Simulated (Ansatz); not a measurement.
Born–Oppenheimer molecular dynamics of a periodic cell of 15 atoms, H₈CO₆ (contents 4 H2O + 1 CO2, density as packed 1.15 g/cm³ with natural masses). It goes on from the last frame of an earlier run, with new velocities.

The calculation used DFT PBEsol, scalar-relativistic, plane waves, PAW (Ansatz 0.2.0). Settings: accuracy low, cutoff 420 eV, k mesh 1x1x1, fermi-dirac smearing 0.05 eV, no spin polarisation.

```yaml
ensemble: NVE (velocity Verlet)
time_step: 0.5 fs
steps_asked: 400
starting_velocities_drawn_for: 1500 K
seed: 523561
```

Frames 2.5 fs apart, positions in Å, forces in eV/Å.

Velocities at 115.0 fs (Å/ps):

```
O 11.25 7.35 4.51
H -46.57 -117.33 41.94
H -23.55 17.49 30.36
O 1.12 5.95 -8.88
H 30.15 17.95 -46.77
H -11.91 -38.47 40.21
O 0.80 2.42 10.61
H -110.86 22.24 8.53
H -18.82 21.90 12.53
O 1.82 -0.85 -3.45
H 20.99 -24.99 64.38
H -7.96 43.14 -17.40
C -0.84 -17.92 4.73
O -6.13 1.72 -4.82
O 2.39 0.53 -9.96
```

```xyz
15
Lattice="5.5113 0.0000 0.0000 0.0000 5.5113 0.0000 0.0000 0.0000 5.5113" Properties=species:S:1:pos:R:3:forces:R:3 time_fs=115.0 energy_less_start_eV=-0.501 T=1771
O 4.599 5.919 2.050 0.60 -0.60 -0.24
H 3.897 6.325 1.501 -0.25 0.00 1.18
H 4.435 5.827 2.996 -0.58 0.36 -0.01
O 2.020 2.638 1.849 -0.97 2.29 2.46
H 1.135 3.062 2.163 1.93 -1.59 -1.60
H 2.002 2.096 1.070 -0.95 -0.43 -0.79
O -0.219 3.543 4.360 -1.41 -0.47 -2.66
H 0.619 3.825 4.003 0.76 0.35 -0.56
H -0.755 3.148 3.545 1.40 1.04 2.31
O 4.811 1.439 -0.219 1.18 1.08 -0.72
H 5.528 2.182 -0.379 -2.12 -1.33 0.09
H 5.188 0.891 0.469 0.56 -0.62 0.57
C 2.440 4.956 -0.197 -0.80 0.81 0.72
O 2.664 4.090 -0.921 0.34 -0.75 -0.76
O 2.082 5.827 0.493 0.31 -0.14 -0.01
15
Lattice="5.5113 0.0000 0.0000 0.0000 5.5113 0.0000 0.0000 0.0000 5.5113" Properties=species:S:1:pos:R:3:forces:R:3 time_fs=117.5 energy_less_start_eV=-0.455 T=1746
O 4.628 5.936 2.063 -0.90 -0.64 2.42
H 3.762 6.038 1.623 0.14 0.11 0.17
H 4.371 5.880 3.046 0.73 0.20 -1.67
O 2.023 2.657 1.831 3.40 -0.74 -0.09
H 1.233 3.076 2.015 -2.98 1.02 0.27
H 1.948 1.983 1.144 -0.43 0.04 -0.06
O -0.226 3.546 4.385 -3.03 -1.08 0.93
H 0.459 3.934 3.962 3.86 2.31 -2.17
H -0.768 3.227 3.639 -0.25 -0.20 0.43
O 4.817 1.439 -0.230 -0.29 0.07 -1.06
H 5.525 2.095 -0.227 -0.33 1.04 -1.03
H 5.191 0.954 0.474 0.19 -1.96 1.91
C 2.435 4.915 -0.183 -1.17 2.25 1.22
O 2.649 4.092 -0.936 0.65 -1.94 -1.53
O 2.089 5.828 0.469 0.40 -0.49 0.26
15
Lattice="5.5113 0.0000 0.0000 0.0000 5.5113 0.0000 0.0000 0.0000 5.5113" Properties=species:S:1:pos:R:3:forces:R:3 time_fs=120.0 energy_less_start_eV=0.154 T=1415
O 4.654 5.950 2.085 -4.19 -1.45 0.38
H 3.650 5.763 1.759 3.14 0.72 0.09
H 4.346 5.947 3.014 1.14 0.32 0.46
O 2.036 2.674 1.813 0.32 -1.10 -0.89
H 1.196 3.131 1.867 -0.69 0.10 0.06
H 1.868 1.876 1.214 0.32 1.43 0.99
O -0.240 3.547 4.412 5.72 4.40 -0.51
H 0.480 4.139 3.830 -2.70 -2.12 2.18
H -0.805 3.291 3.745 -2.49 -1.33 -2.44
O 4.822 1.439 -0.244 0.20 -3.16 2.12
H 5.504 2.068 -0.130 1.02 2.28 -1.00
H 5.196 0.919 0.565 -1.70 0.17 -1.42
C 2.425 4.884 -0.163 -0.78 1.37 -0.15
O 2.637 4.087 -0.955 0.49 -1.38 -0.82
O 2.097 5.827 0.445 0.20 -0.25 0.93
15
Lattice="5.5113 0.0000 0.0000 0.0000 5.5113 0.0000 0.0000 0.0000 5.5113" Properties=species:S:1:pos:R:3:forces:R:3 time_fs=122.5 energy_less_start_eV=0.285 T=1344
O 4.664 5.959 2.108 -3.60 -2.59 -0.56
H 3.708 5.530 1.898 2.87 1.21 -0.50
H 4.385 6.035 3.010 0.82 0.84 2.08
O 2.051 2.687 1.792 -3.43 1.42 -0.53
H 1.113 3.193 1.730 2.86 -1.54 0.41
H 1.806 1.843 1.334 0.50 0.57 0.29
O -0.236 3.563 4.435 1.48 3.06 -4.64
H 0.371 4.237 3.808 -2.30 -2.46 2.30
H -0.950 3.294 3.752 1.37 0.30 1.63
O 4.829 1.429 -0.251 2.24 -0.74 2.59
H 5.521 2.152 -0.096 -1.41 -0.70 -1.18
H 5.112 0.886 0.588 -1.28 0.83 -1.86
C 2.411 4.859 -0.144 -0.19 -0.07 -2.08
O 2.627 4.077 -0.977 0.10 -0.27 0.56
O 2.106 5.825 0.424 -0.04 0.14 1.47
15
Lattice="5.5113 0.0000 0.0000 0.0000 5.5113 0.0000 0.0000 0.0000 5.5113" Properties=species:S:1:pos:R:3:forces:R:3 time_fs=125.0 energy_less_start_eV=-0.414 T=1724
O 4.662 5.959 2.130 -0.31 -0.43 2.71
H 3.922 5.359 2.010 -0.51 -0.46 -0.58
H 4.476 6.167 3.101 0.85 0.29 -1.10
O 2.054 2.705 1.769 -1.70 1.73 -0.10
H 1.179 3.177 1.617 1.26 -0.30 0.55
H 1.770 1.840 1.473 0.36 -1.03 -0.29
O -0.228 3.590 4.444 -3.58 -2.50 -0.53
H 0.145 4.213 3.903 2.05 2.89 -2.18
H -1.033 3.306 3.835 2.02 0.37 2.15
O 4.843 1.416 -0.249 0.83 1.71 -1.45
H 5.468 2.207 -0.128 -1.23 -1.33 -0.67
H 4.957 0.891 0.519 0.09 -0.82 1.54
C 2.396 4.835 -0.136 0.05 -0.16 -2.89
O 2.617 4.066 -0.998 -0.14 0.22 1.38
O 2.115 5.824 0.410 -0.06 -0.17 1.46
15
Lattice="5.5113 0.0000 0.0000 0.0000 5.5113 0.0000 0.0000 0.0000 5.5113" Properties=species:S:1:pos:R:3:forces:R:3 time_fs=127.5 energy_less_start_eV=-0.456 T=1747
O 4.658 5.957 2.162 0.55 0.65 2.68
H 4.123 5.165 2.092 -0.57 -0.41 0.42
H 4.613 6.314 3.141 -0.06 -0.92 -2.13
O 2.052 2.727 1.746 2.96 -2.63 0.90
H 1.293 3.156 1.526 -3.78 2.48 -0.84
H 1.761 1.793 1.600 0.75 0.49 0.06
O -0.229 3.609 4.449 1.28 0.29 0.61
H 0.007 4.334 3.896 0.92 1.34 -0.72
H -1.017 3.332 4.031 -1.91 -1.00 -0.44
O 4.859 1.408 -0.252 -1.49 -1.73 -2.25
H 5.354 2.200 -0.196 1.13 1.26 0.55
H 4.799 0.861 0.521 0.33 0.24 1.23
C 2.381 4.811 -0.141 -0.05 1.02 -2.42
O 2.606 4.056 -1.013 -0.13 0.02 1.33
O 2.123 5.821 0.400 0.08 -1.11 1.02
15
Lattice="5.5113 0.0000 0.0000 0.0000 5.5113 0.0000 0.0000 0.0000 5.5113" Properties=species:S:1:pos:R:3:forces:R:3 time_fs=130.0 energy_less_start_eV=0.020 T=1488
O 4.656 5.955 2.202 -0.60 -3.08 -0.31
H 4.295 4.967 2.197 0.84 3.13 0.88
H 4.748 6.412 3.069 -0.50 -0.75 0.15
O 2.058 2.743 1.725 -1.27 -0.24 -0.20
H 1.251 3.239 1.406 0.83 -0.95 0.54
H 1.791 1.772 1.726 0.35 1.49 -0.28
O -0.228 3.628 4.456 1.87 4.29 -2.72
H -0.065 4.537 3.836 -0.64 -3.56 2.42
H -1.093 3.310 4.218 -1.09 -0.14 -0.34
O 4.872 1.394 -0.263 -1.44 -2.91 0.26
H 5.290 2.249 -0.236 0.69 0.41 0.99
H 4.665 0.848 0.590 0.98 2.31 -1.36
C 2.366 4.792 -0.158 -0.17 2.48 -1.29
O 2.595 4.045 -1.024 -0.03 -0.54 0.68
O 2.132 5.815 0.394 0.15 -1.94 0.55
15
Lattice="5.5113 0.0000 0.0000 0.0000 5.5113 0.0000 0.0000 0.0000 5.5113" Properties=species:S:1:pos:R:3:forces:R:3 time_fs=132.5 energy_less_start_eV=0.012 T=1493
O 4.652 5.944 2.242 -0.59 -2.95 -1.67
H 4.507 4.935 2.349 0.26 2.55 0.46
H 4.860 6.471 3.004 0.03 -0.04 1.63
O 2.060 2.757 1.704 -1.79 2.54 -0.91
H 1.233 3.281 1.312 2.16 -2.22 1.34
H 1.841 1.825 1.837 -0.47 -0.11 -0.38
O -0.220 3.662 4.455 -2.53 1.33 -2.21
H -0.167 4.552 3.905 -0.27 -2.45 1.72
H -1.223 3.282 4.380 2.87 1.51 -0.07
O 4.878 1.371 -0.273 0.02 0.78 0.14
H 5.266 2.316 -0.220 -0.45 -2.25 0.63
H 4.585 0.958 0.592 0.74 1.19 -0.67
C 2.350 4.785 -0.182 -0.04 3.09 -0.46
O 2.584 4.033 -1.032 0.05 -0.99 0.10
O 2.141 5.801 0.391 0.02 -1.99 0.36
15
Lattice="5.5113 0.0000 0.0000 0.0000 5.5113 0.0000 0.0000 0.0000 5.5113" Properties=species:S:1:pos:R:3:forces:R:3 time_fs=135.0 energy_less_start_eV=-0.206 T=1615
O 4.646 5.923 2.277 0.07 2.59 0.10
H 4.737 5.031 2.533 0.16 -1.82 0.52
H 4.967 6.516 3.015 -0.50 -0.93 -0.46
O 2.057 2.780 1.680 2.03 0.60 0.71
H 1.322 3.208 1.286 -1.61 0.11 -0.48
H 1.866 1.878 1.927 -0.50 -0.62 -0.18
O -0.221 3.699 4.447 -1.97 -7.24 2.94
H -0.286 4.468 4.052 -0.44 6.45 -2.78
H -1.202 3.335 4.534 2.36 1.12 -0.57
O 4.885 1.349 -0.284 0.59 1.22 -1.36
H 5.224 2.267 -0.169 0.27 -0.92 -0.12
H 4.542 1.134 0.566 -0.56 -0.76 1.62
C 2.334 4.793 -0.208 0.41 1.83 -0.89
O 2.574 4.017 -1.039 -0.01 -0.80 0.19
O 2.151 5.780 0.389 -0.31 -0.83 0.75
15
Lattice="5.5113 0.0000 0.0000 0.0000 5.5113 0.0000 0.0000 0.0000 5.5113" Properties=species:S:1:pos:R:3:forces:R:3 time_fs=137.5 energy_less_start_eV=-0.170 T=1590
O 4.640 5.909 2.313 1.27 -0.32 2.17
H 4.973 5.066 2.734 -0.58 0.39 -1.50
H 5.045 6.515 3.008 -0.88 -0.12 -0.86
O 2.061 2.805 1.659 2.55 -1.25 1.76
H 1.319 3.135 1.230 -2.56 0.61 -1.22
H 1.864 1.905 2.004 -0.03 0.68 -0.50
O -0.228 3.717 4.445 2.91 2.66 -1.76
H -0.424 4.638 4.103 0.52 -1.08 1.19
H -1.070 3.443 4.662 -3.52 -1.24 0.48
O 4.893 1.331 -0.297 -1.61 -1.77 1.33
H 5.205 2.179 -0.122 1.86 2.50 -0.39
H 4.478 1.273 0.606 -0.01 -1.30 -0.77
C 2.320 4.810 -0.239 0.91 -0.52 -1.96
O 2.563 3.998 -1.046 -0.20 -0.14 0.51
O 2.159 5.757 0.390 -0.64 0.89 1.52
15
Lattice="5.5113 0.0000 0.0000 0.0000 5.5113 0.0000 0.0000 0.0000 5.5113" Properties=species:S:1:pos:R:3:forces:R:3 time_fs=140.0 energy_less_start_eV=0.478 T=1236
O 4.639 5.894 2.355 2.09 -2.86 2.25
H 5.173 5.109 2.853 -1.74 1.19 -2.64
H 5.076 6.512 2.958 -0.38 1.51 0.18
O 2.072 2.826 1.643 -2.55 0.73 -1.26
H 1.194 3.091 1.122 2.51 -0.99 1.58
H 1.858 1.962 2.053 0.03 0.32 -0.31
O -0.227 3.741 4.439 -0.97 4.45 -1.29
H -0.537 4.795 4.195 1.31 -3.71 1.52
H -1.090 3.499 4.809 -0.49 -0.43 -0.36
O 4.896 1.308 -0.307 -1.07 1.62 3.31
H 5.279 2.196 -0.102 0.64 -0.80 -1.08
H 4.412 1.336 0.609 0.59 -1.34 -2.00
C 2.311 4.824 -0.280 0.94 -1.20 -1.67
O 2.551 3.978 -1.050 -0.24 0.15 0.30
O 2.165 5.736 0.396 -0.68 1.34 1.46
15
Lattice="5.5113 0.0000 0.0000 0.0000 5.5113 0.0000 0.0000 0.0000 5.5113" Properties=species:S:1:pos:R:3:forces:R:3 time_fs=142.5 energy_less_start_eV=-0.003 T=1499
O 4.645 5.870 2.406 1.68 -0.72 1.34
H 5.277 5.213 2.825 -1.00 -0.35 -1.30
H 5.078 6.588 2.911 -0.80 0.92 -0.10
O 2.076 2.849 1.624 -2.41 0.83 -1.54
H 1.194 2.999 1.092 2.28 -0.26 1.26
H 1.854 2.036 2.086 0.15 -0.52 0.31
O -0.229 3.780 4.428 -4.10 1.50 1.58
H -0.573 4.748 4.371 1.32 -1.38 0.08
H -1.152 3.522 4.933 2.84 -0.01 -1.97
O 4.896 1.291 -0.305 1.06 2.65 0.92
H 5.393 2.181 -0.141 -0.61 -2.19 -0.97
H 4.373 1.323 0.510 -0.41 -0.78 0.28
C 2.306 4.834 -0.328 0.55 0.17 0.31
O 2.539 3.959 -1.054 -0.11 -0.14 -0.37
O 2.168 5.720 0.408 -0.44 0.29 0.17
```

Of the whole run (200 fs, mean temperature of the second half 1363 K): The conserved energy stayed within 0.96 meV per atom of its start (net change 0.3 meV per atom), so the integration is sound. A run of 0.2 ps of so small a system gives no equilibrium averages. Limits of this set-up: coarse k mesh, low accuracy level.

Time of the run: 2.3 min on 1 thread of AMD EPYC 9R45 96-Core Processor (Zen 5) (shared host), peak memory 0.41 GiB.
